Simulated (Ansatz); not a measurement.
Calculated with Ansatz (gas phase, PBE0-D4/def2-TZVP geometries, no zero-point term in ΔE). CCSD(T)/CBS adds triple-zeta CCSD(T) − MP2 to the extrapolated MP2 energy (def2 sets, frozen cores). Functionals use def2-TZVPP. HSE06 is defined as in plane-wave codes. For Ga outer-core shells are correlated without core-valence functions, which leaves a few kJ/mol of doubt a bond. Scalar relativity is left out up to krypton. One conformer a species, not always the lowest.

`[F][Ga]([F])[SiH3]` + `NCF` → `FCN[SiH3]` + `[F][GaH][F]`  (cleavage of the Si–Ga bond)

Problem. Is it downhill or uphill in electronic energy at CCSD(T)/CBS, and by how much? (Estimate.)

Solution. The calculation gave: Downhill: ΔE = -8.5 kJ/mol.

Problem. What do these levels give: HSE06-D4, PBE-QIDH, LC-ωPBE, SCS-MP2/def2-TZVPP, MP2/def2-QZVPP, MP2/CBS(def2)? (Best estimate.)

Solution. Computed: HSE06-D4 1.8, PBE-QIDH -8.9, LC-ωPBE -6.6, SCS-MP2/def2-TZVPP -19.8, MP2/def2-QZVPP -17.7, MP2/CBS(def2) -15.6 kJ/mol.

Largest T1 diagnostic among the species: 0.015.

Leaving LDA and LC-ωPBE aside and taking each functional with its dispersion term where it has one, the values, not all of them listed here, spread over 20.2 kJ/mol, from CAM-B3LYP-D4 to PBE-D4. LDA lies −8.7 kJ/mol from PBE without D4. In def2-TZVPP, CCSD(T) changes the Hartree–Fock value by +10.5 kJ/mol (the triples alone add +1.2 kJ/mol) and MP2 by +3.3 kJ/mol.
